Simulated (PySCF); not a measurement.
Excitation energy of Fe⁺ by level of theory

Fe⁺ [Ar] 3d6 4s1 (6D) → Fe⁺ [Ar] 3d7 (4F), as a difference of total energies. Computed with PySCF 2.14 in aug-cc-pwCVTZ-DK, with scalar relativity by spin-free X2C-1e. Correlated levels: valence: [Ar] frozen; valence and next inner shell: [Ne] frozen; nothing frozen. The calculations carry no spin-orbit coupling.

```tsv
method	excitation energy (eV)	error (eV)
UHF	1.919	+1.671
LDA	0.099	-0.149
PBE	0.100	-0.148
PBE0	0.375	+0.127
r2SCAN	0.422	+0.174
wB97M-V	-0.108	-0.356
B97-3	0.012	-0.236
BP86	0.022	-0.226
MP2 (valence)	0.244	-0.004
SCS-MP2 (valence)	-0.125	-0.373
MP2 (valence and next inner shell)	-0.045	-0.293
SCS-MP2 (valence and next inner shell)	-0.208	-0.456
MP2 (all electrons)	-0.055	-0.303
SCS-MP2 (all electrons)	-0.208	-0.456
```

Reference: 0.248 eV (measured; NIST levels, between the centres of gravity of the two terms).

Errors of the correlated levels include the incompleteness of this basis and the frozen core.
